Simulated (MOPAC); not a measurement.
MOPAC input (PM6):

```
PM6 PRECISE GNORM=0.05 LET XYZ GEO-OK AUX(PRECISION=9) THREADS=1
H6ClN3Si

N    -0.99944600 1   -1.11208200 1   -1.09146300 1
Si    0.07636300 1   -0.01839600 1   -0.35080300 1
N    -0.10284900 1    1.53371900 1   -1.02978500 1
N     1.68119100 1   -0.55991800 1   -0.53557500 1
Cl   -0.37029700 1    0.08856600 1    1.70015100 1
H    -1.94718600 1   -1.22930300 1   -0.77267400 1
H    -0.63196700 1   -1.94762200 1   -1.51599200 1
H    -0.79718200 1    1.67767500 1   -1.74428200 1
H     0.08837000 1    2.37229100 1   -0.50660600 1
H     2.10565000 1   -1.20470000 1    0.11075200 1
H     2.35601300 1    0.05154900 1   -0.96476600 1
```

From the output:

```
                                                       MOPAC v23.2.5 Linux

          FINAL HEAT OF FORMATION =        -94.11695 KCAL/MOL =    -393.78531 KJ/MOL

          COSMO AREA              =        128.30 SQUARE ANGSTROMS
          COSMO VOLUME            =        117.70 CUBIC ANGSTROMS

          GRADIENT NORM           =          0.03051          =       0.00920 PER ATOM
          IONIZATION POTENTIAL    =          9.713697 EV
          HOMO LUMO ENERGIES (EV) =         -9.714  1.227
          NO. OF FILLED LEVELS    =         16
          MOLECULAR WEIGHT        =        111.6060         POINT GROUP:  C3

          MOLECULAR DIMENSIONS (Angstroms)

            Atom       Atom       Distance
            H     9    H     7     4.51545
            H    11    H     6     4.09251
           Cl     5    H     8     3.76549

          SCF CALCULATIONS        =         33

   ATOM   CHEMICAL          X               Y               Z
  NUMBER   SYMBOL      (ANGSTROMS)     (ANGSTROMS)     (ANGSTROMS)

     1       N         -0.97555770  *  -1.16182359  *  -1.01850033  *
     2      Si          0.07060700  *  -0.01692168  *  -0.32384685  *
     3       N         -0.18007472  *   1.52916637  *  -0.98305809  *
     4       N          1.69461404  *  -0.49547949  *  -0.47001585  *
     5      Cl         -0.35816449  *   0.08483216  *   1.64042980  *
     6       H         -1.97554688  *  -1.15782541  *  -0.87622191  *
     7       H         -0.70002706  *  -1.93116241  *  -1.60493425  *
     8       H         -0.72495527  *   1.73820796  *  -1.80227510  *
     9       H          0.20091649  *   2.37297212  *  -0.57923524  *
    10       H          2.08512225  *  -1.28964315  *   0.01685863  *
    11       H          2.39541190  *  -0.03611330  *  -1.02643787  *

                             CARTESIAN COORDINATES

   1    N       -0.975557703    -1.161823586    -1.018500332
   2   Si        0.070606998    -0.016921682    -0.323846852
   3    N       -0.180074716     1.529166375    -0.983058094
   4    N        1.694614038    -0.495479490    -0.470015847
   5   Cl       -0.358164488     0.084832160     1.640429804
   6    H       -1.975546876    -1.157825411    -0.876221912
   7    H       -0.700027064    -1.931162410    -1.604934246
   8    H       -0.724955273     1.738207963    -1.802275102
   9    H        0.200916488     2.372972117    -0.579235239
  10    H        2.085122250    -1.289643146     0.016858634
  11    H        2.395411905    -0.036113297    -1.026437865

           Empirical Formula: H6 N3 Si Cl  =    11 atoms

      MOLECULAR POINT GROUP   :   C3

                  EIGENVALUES
 -30.58617 -30.02768 -30.02714 -25.16805 -17.65335 -16.76581 -16.76343 -16.45577
 -13.73416 -13.73399 -12.67480 -11.23125 -11.22994  -9.82046  -9.71857  -9.71370
   1.22664   1.46780   1.46829   2.08298   2.42215   2.42516   3.18045   3.82895
   3.82943   6.36254   6.57408   6.57430   7.19816   7.30834   7.30910  90.21819
  90.24243  90.24275  90.32868  90.32869

              NET ATOMIC CHARGES AND DIPOLE CONTRIBUTIONS

  ATOM NO.   TYPE          CHARGE      No. of ELECS.   s-Pop       p-Pop       d-Pop
    1          N          -0.508344        5.5083     1.45789     4.05045
    2         Si           0.246926        3.7531     0.90083     1.37346     1.47878
    3          N          -0.508445        5.5084     1.45791     4.05054
    4          N          -0.508319        5.5083     1.45789     4.05043
    5         Cl          -0.165699        7.1657     1.99074     5.17219     0.00276
    6          H           0.241682        0.7583     0.75832
    7          H           0.239604        0.7604     0.76040
    8          H           0.239606        0.7604     0.76039
    9          H           0.241708        0.7583     0.75829
   10          H           0.241665        0.7583     0.75833
   11          H           0.239617        0.7604     0.76038
 DIPOLE           X         Y         Z       TOTAL
 POINT-CHG.     0.530    -0.125    -2.427     2.488
 HYBRID         0.080    -0.019    -0.367     0.376
 SUM            0.611    -0.144    -2.794     2.864

          ATOMIC ORBITAL ELECTRON POPULATIONS

     Atom    s        px        py        pz      x^2-y^2     xz        z^2       yz        xy
    1  N   1.45789   1.18502   1.35936   1.50608
    2 Si   0.90083   0.44219   0.43945   0.49182   0.28731   0.27611   0.33223   0.25386   0.32928
    3  N   1.45791   1.50504   1.21746   1.32804
    4  N   1.45789   1.24592   1.33879   1.46572
    5 Cl   1.99074   1.85947   1.87947   1.43325   0.00016   0.00067   0.00114   0.00070   0.00010
    6  H   0.75832
    7  H   0.76040
    8  H   0.76039
    9  H   0.75829
   10  H   0.75833
   11  H   0.76038

 **********************
 *                    *
 * JOB ENDED NORMALLY *
 *                    *
 **********************

 == MOPAC DONE ==
```

The geometry given is a B3LYP-D3(BJ)/def2-TZVP minimum.
